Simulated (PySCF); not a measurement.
revPBE single point of triplet BrOsN at its PBE0 minimum.

Input, equivalent to the run apart from its starting density:

```python
from pyscf import gto, scf, dft
mol = gto.M(atom='''
Os    -0.218850    -0.096772    -0.571150
N      0.664439     0.293803    -1.875028
Br     0.414195     0.183150     1.721573''',
    basis={'Os': 'def2-SVP', 'N': 'def2-SVP', 'Br': 'def2-SVP'},
    ecp={'Os': 'def2-SVP'},
    charge=0, spin=2)
mf = dft.UKS(mol, xc='PBE_R,PBE')
mf.grids.atom_grid = (75, 302)
aux = {'Os': 'def2-universal-JKFIT', 'N': 'def2-universal-JKFIT', 'Br': 'def2-universal-JKFIT'}
mf = mf.density_fit(auxbasis=aux)
mf.conv_tol = 1e-08
mf.diis_space = 10
mf.max_cycle = 60
mf.verbose = 4
mf.kernel()
```

SCF log (excerpt):

```
init E= -2719.06822023781
cycle= 1 E= -2719.06752740262  delta_E= 0.000693  |g|= 0.0924  |ddm|= 0.232
cycle= 2 E= -2719.00672112868  delta_E= 0.0608  |g|= 0.378  |ddm|= 0.434
cycle= 3 E= -2719.06516621901  delta_E= -0.0584  |g|= 0.116  |ddm|= 0.336
cycle= 4 E= -2719.07163754896  delta_E= -0.00647  |g|= 0.013  |ddm|= 0.124
cycle= 5 E= -2719.07174213416  delta_E= -0.000105  |g|= 0.00227  |ddm|= 0.0172
cycle= 6 E= -2719.07174456872  delta_E= -2.43e-06  |g|= 0.000769  |ddm|= 0.00376
cycle= 7 E= -2719.07174506703  delta_E= -4.98e-07  |g|= 0.000269  |ddm|= 0.00157
cycle= 8 E= -2719.07174520513  delta_E= -1.38e-07  |g|= 0.000108  |ddm|= 0.00106
cycle= 9 E= -2719.07174521622  delta_E= -1.11e-08  |g|= 2.68e-05  |ddm|= 0.000235
cycle= 10 E= -2719.07174521676  delta_E= -5.42e-10  |g|= 1.25e-05  |ddm|= 5.89e-05
Extra cycle  E= -2719.07174521565  delta_E= 1.11e-09  |g|= 5.19e-05  |ddm|= 5.99e-05
converged SCF energy = -2719.07174521565  <S^2> = 2.0086327  2S+1 = 3.0057497
```

Other spin states or occupations of the open shell can lie lower. No spin–orbit coupling is included, which matters more the heavier the element.

This run, together with those of the ionised and electron-attached species (not shown), took 16 s on 2 threads of a shared Intel Xeon Platinum 8488C (Sapphire Rapids) host, with 78 basis functions; the process peaked at 0.76 GiB. Launch command: `OMP_NUM_THREADS=2 python axn.py task.json out`.
